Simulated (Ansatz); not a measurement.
A run on BrFZn, SMILES `[F][Zn][Br]` with other settings.

```yaml
crystal:
  periodic: [false, false, false]
  atoms:
    - {symbol: F, position_ang: [-1.537561, 0.802315, -0.760513]}
    - {symbol: Zn, position_ang: [-0.129629, 0.046071, -0.066538]}
    - {symbol: Br, position_ang: [1.656289, -0.913186, 0.813752]}
basis:
  gaussian: {orbitals: cc-pVDZ}
hamiltonian: {xc: {name: wPBEh}, pseudopotentials: {relativity: none}}
accuracy: high
output: {forces: true}
```

```sh
$ ansatz run in.yaml --threads 4 --pin off --events-out ev --progress --plain --max-ram 10444MiB
```

Output, abridged:

```
Functional definition: wPBEh
1681 factors; integrals over basis functions are off by at most 4.6e-9 eV
87 factors; integrals over basis functions are off by at most 9.4e-10 eV
mean field evaluation 1: about -121164.5700 eV, gradient 4.9e1 eV
mean field evaluation 2: about -121144.0468 eV, gradient 1.3e2 eV
mean field evaluation 4: about -121168.0316 eV, gradient 8.9e0 eV
mean field evaluation 8: about -121168.2288 eV, gradient 2.1e-1 eV
mean field evaluation 16: about -121168.2289 eV, gradient 4.6e-6 eV
mean field -121168.22888692 eV, -4452.8502808190 hartree, gradient 1.1e-8 eV, S^2 0.000000; 0 other end points of the search recorded, 0 dependent functions left out
reference -121168.22889057 eV, -4452.8502809532 hartree; 37, 37 occupied and 47, 47 virtual orbitals, 1681 factors
Total energy: -121168.22889057 eV, -4452.8502809532 hartree
Atom 0 at    -1.537561     0.802315    -0.760513 Å, force     0.091510    -0.049159     0.045104 eV/Å
Atom 1 at    -0.129629     0.046071    -0.066538 Å, force    -0.115856     0.062240    -0.057103 eV/Å
Atom 2 at     1.656289    -0.913186     0.813752 Å, force     0.024346    -0.013082     0.011999 eV/Å
Dipole moment:     0.109949    -0.059061     0.054193 e Å
```

Hardware: 4 threads of an Arm Neoverse V1 on a shared host. Wall time 5.5 s, peak host memory 0.32 GiB.
